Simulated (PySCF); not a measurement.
These compounds are isomers of formula C₈H₁₁Cl.

A. `CC1=CCC/C(=C/Cl)C1`
B. `Cl/C=C1\C[C@@H]2CC[C@H]1C2`
C. `C1(=C\Cl)/C=C(C)CCC1`

Spectrum 1. ¹³C{¹H} NMR (computed): δ 148.1 (C), 140.7 (C), 128.6 (CH), 121.8 (CH), 36.7 (CH2), 34.6 (CH2), 32.7 (CH2), 26.6 (CH3).

Spectrum 2. ¹³C{¹H} NMR (computed): δ 147.3 (C), 145.7 (C), 128.7 (CH), 125.9 (CH), 34.6 (CH2), 29.0 (CH2), 27.3 (CH3), 26.3 (CH2).

Spectrum 3. ¹³C{¹H} NMR (computed): δ 157.8 (C), 119.7 (CH), 48.1 (CH), 41.7 (CH2), 40.7 (CH2), 39.5 (CH), 32.7 (CH2), 31.4 (CH2).

PySCF 2.14.0 with density-fitted response routines calculation with GFN2-xTB geometry and GIAO PBE0/pcSseg-1 shieldings; single conformer, averaged over atoms made equivalent by symmetry, fast rotation or ring inversion, gas phase, relativity neglected.

δ = σ(ref) − σ, references computed at the same level: TMS for ¹³C (σ = 186.93 ppm). Shifts are as computed. Against solution values, carbons near 30 ppm lie about +3 ppm off and those near 130 ppm about +5 ppm; carbons on Cl a further +6 ppm. Of 1211 compounds with measured shifts, 218 miss one by over three times the rms of a fit or turn the order of signals round; such compounds aren't used in these exercises. Carbons bonded to Cl come out too deshielded.

Q: Which spectrum belongs to which compound?

A: 1–A, 2–C, 3–B.

- Spectrum 1 (A): 8 ¹³C signals; δC 148.1 is a fully substituted alkene carbon; δC 140.7 is a fully substituted alkene carbon.
- Spectrum 2 (C): 8 ¹³C signals; δC 147.3 is a fully substituted alkene carbon; δC 145.7 is a fully substituted alkene carbon.
- Spectrum 3 (B): 8 ¹³C signals; δC 157.8 is a fully substituted alkene carbon; δC 119.7 is an alkene CH.
